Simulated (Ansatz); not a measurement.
`[BH2][GaH][CH3]` + `OC(F)F` → `COC(F)F` + `[BH2][GaH2]`  (substitution at a C–Ga bond)

Gas-phase electronic energies from Ansatz, PBE0-D4/def2-TZVP geometries. CCSD(T)/CBS is the MP2 limit (def2-TZVPP, def2-QZVPP) plus CCSD(T) − MP2 in def2-TZVPP, frozen cores. Functionals use def2-TZVPP. B3LYP here is the variant with VWN-RPA as its local correlation; programs differ in this. For Ga outer-core shells are correlated without core-valence functions, which leaves a few kJ/mol of doubt a bond. Scalar relativity is left out up to krypton. Each species was taken in one conformer, which may not be the lowest.

`[BH2][GaH][CH3]`:

Z-matrix (Å, degrees):
```
C
Ga 1 1.976
H 1 1.090 2 113.6
H 1 1.094 2 109.1 3 121.3
H 1 1.093 2 109.6 3 -122.0
B 2 2.069 1 125.0 3 -3.3
H 2 1.583 1 115.1 3 176.9
H 6 1.199 2 122.4 1 -90.0
H 6 1.199 2 122.3 1 90.4
```

`OC(F)F`:

Cartesian coordinates in Å:
```
O -0.306 -0.100 -1.040
C -0.008 0.255 0.224
F 1.312 0.097 0.484
F -0.655 -0.527 1.122
H -0.056 -1.023 -1.172
H -0.288 1.297 0.383
```

`COC(F)F`:

Z-matrix (Å, degrees):
```
C
O 1 1.417
H 1 1.093 2 111.2
H 1 1.096 2 110.9 3 122.1
H 1 1.088 2 106.4 3 -119.3
C 2 1.349 1 113.9 3 -66.8
F 6 1.336 2 107.6 1 -172.4
F 6 1.360 2 111.2 1 70.3
H 6 1.099 2 113.6 1 -50.8
```

`[BH2][GaH2]`:

Z-matrix (Å, degrees):
```
B
Ga 1 2.065
H 1 1.199 2 122.1
H 1 1.199 2 122.2 3 -179.9
H 2 1.576 1 122.1 3 89.9
H 2 1.576 1 122.3 3 -90.0
```

Q: Is it downhill or uphill in electronic energy at CCSD(T)/CBS, and by how much? (Best estimate.)

A: Computed: Uphill: ΔE = +88.4 kJ/mol.

Q: What do these levels give: LDA (SPW92), PBE-D4, B97M-V, B3LYP-D4, BLYP, PBE0, HF/def2-SVP, CCSD(T)/def2-SVP, HF/def2-TZVPP, SCS-MP2/def2-TZVPP, CCSD/def2-TZVPP, SCS-MP2/def2-QZVPP? (An estimate is asked.)

A: Ansatz gave: LDA (SPW92) 79.8, PBE-D4 83.8, B97M-V 72.2, B3LYP-D4 79.0, BLYP 79.1, PBE0 83.7, HF/def2-SVP 62.4, CCSD(T)/def2-SVP 70.7, HF/def2-TZVPP 67.7, SCS-MP2/def2-TZVPP 84.9, CCSD/def2-TZVPP 83.4, SCS-MP2/def2-QZVPP 86.6 kJ/mol.

Largest T1 diagnostic among the species: 0.014.

From BLYP to BHLYP (50 % exact exchange), in def2-TZVPP and without D4, ΔE moves by −3.0 kJ/mol. In def2-TZVPP, CCSD(T) changes the Hartree–Fock value by +17.0 kJ/mol (the triples alone add +1.4 kJ/mol) and MP2 by +25.2 kJ/mol. Leaving LDA and LC-ωPBE aside and taking each functional with its dispersion term where it has one, the values, not all of them listed here, spread over 14.6 kJ/mol, from B97M-V to PBE-QIDH. LDA lies −4.0 kJ/mol from PBE without D4.
